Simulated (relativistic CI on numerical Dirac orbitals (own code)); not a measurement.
**Cr3+ in a cubic cluster: 3s photoemission with charge transfer**

Computed with a charge-transfer multiplet model of a cubic metal-ligand cluster with up to 2 ligand holes, Slater and spin-orbit integrals from Dirac-Coulomb-Breit ions, Slater integrals scaled by 0.7. The ground state mixes d3 with configurations of k ligand holes L, whose averages lie at kΔ + k(k − 1)U_dd/2; a core hole lowers each added d electron by U_cd. 300 K, Lorentzian 1.4 eV and Gaussian 0.8 eV FWHM.

Atomic integrals in eV (Slater integrals scaled, ζ unscaled), ground: F2dd 7.502, F4dd 4.697, zeta_d 0.033; with the core hole: F2dd 8.242, F4dd 5.192, zeta_d 0.040, G2cd 8.237.

Cluster parameters (eV): U_dd = 6.3, U_cd = 7.7, 10Dq = 0.9, 10Dq(ligand) = 0.6, V(eg) = 3.3, V(t2g) = -1.76, final-state hopping factor = 1.

```csv
Case,n_d,d3,d4L,d5L2,S
Δ = -0.1 eV,3.90,0.27,0.56,0.17,1.50
Δ = 1.9 eV,3.76,0.36,0.52,0.12,1.50
Δ = 4.9 eV,3.57,0.50,0.43,0.07,1.50
```

Weights, n_d and S are thermal averages at 300 K. Binding energies count from the first peak over 30 % of the highest in each spectrum, which can be another peak from case to case. The parameters are a model scan and need not match a compound or its usual spin state. Peaks in eV (height, largest 100):
- Δ = -0.1 eV: 0.0 (100), 5.5 (39), 8.1 (38), 15.3 (11), 22.5 (9)
- Δ = 1.9 eV: 0.0 (100), 5.8 (45), 8.2 (31), 15.0 (12), 21.8 (8)
- Δ = 4.9 eV: 0.0 (100), 6.1 (53), 11.7 (8), 14.0 (13), 19.7 (8)

For the case Δ = 1.9 eV, Δ = 1.9 eV is smaller than U_dd = 6.3 eV, the charge-transfer side of the Zaanen-Sawatzky-Allen scheme. With the core hole the configuration with one ligand hole lies at Δ − U_cd = -7.8, -5.8, -2.8 eV from the one without, in the order of the table; where this is negative the screened configuration lies lower, though the effective hopping of about 6.7 eV (from the holes of the mixed ground state) mixes the two strongly wherever it is as large as the gap.

With at most 2 ligand holes the space is cut while the next configuration still counts, so covalency is underestimated, and a final configuration with one more ligand hole, which can lie low, is missing from the spectra.

Without intra-shell correlation the exchange splitting of the 3s hole comes out too large.
